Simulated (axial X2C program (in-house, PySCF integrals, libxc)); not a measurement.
## Bond lengths and stretching modes, held linear, of SSbS²⁺

Calculated with an in-house all-electron X2C program for linear molecules (integrals from PySCF): two-component X2C with atomic mean-field Coulomb and Gaunt terms, Gaussian nuclei, basis S dyall-av3z, Sb dyall-v3z with contracted cores. Spin-free rows use the one-electron spin-free X2C Hamiltonian.

Masses S 31.972, Sb 120.904, S 31.972 u. States: 2c Ω = 1/2 (beyond evenly filled blocks: ω = 1/2); spin-free M_S = 1/2, Λ = 1 (beyond evenly filled blocks: π+α, π+β, π-α).

HF, 2c: energies above the lowest point

```csv
r(S–Sb) (Å),r(Sb–S) (Å),E (meV)
2.1528,2.1528,127.27
2.1528,2.2080,61.63
2.1528,2.2632,42.42
2.2080,2.1528,61.63
2.2080,2.2080,8.24
2.2080,2.2632,0.00
2.2080,2.3184,23.60
2.2632,2.1528,42.42
2.2632,2.2080,0.00
2.2632,2.2632,2.26
2.3184,2.2080,23.60
2.3184,2.3184,79.24
```

Problem. Fit a quadratic surface with cubic terms in each bond: where is the minimum, and what are the two stretching wavenumbers?

Solution. At HF, 2c: bonds 2.239 and 2.239 Å; harmonic stretches 339.7 and 366.8 cm⁻¹; force constants 1.98, 1.98 and coupling 0.56 mdyn/Å.

The other levels and Hamiltonians give:

| Hamiltonian | level | r(S–Sb) (Å) | r(Sb–S) (Å) | lower stretch (cm⁻¹) | upper stretch (cm⁻¹) |
| --- | --- | --- | --- | --- | --- |
| 2c | PBE0 | 2.205 | 2.205 | 327.1 | 408.8 |
| 2c | r2SCAN | 2.213 | 2.213 | 401.0 | 408.1 |
| spin-free | PBE0 | 2.202 | 2.202 | 305.9 | 412.3 |
| spin-free | HF | 2.233 | 2.233 | 313.8 | 372.7 |
| spin-free | r2SCAN | 2.212 | 2.212 | 399.7 | 408.9 |

Each state is one determinant, the lowest of a limited PBE0 search; the stretches come from a fit to these few points and carry an uncertainty of a few per cent. Other orders of the atoms were not compared. Left out for rough or failed fits: MP2 2c, MP2 spin-free. The levels spread by more than a fifth, so the stretches depend strongly on the method. A multiply charged ion may be only metastable. The molecule was held linear; bending was not examined, so a bent shape may lie lower. Note: functional without a current term on a determinant with orbital currents, of the molecule or an atom.
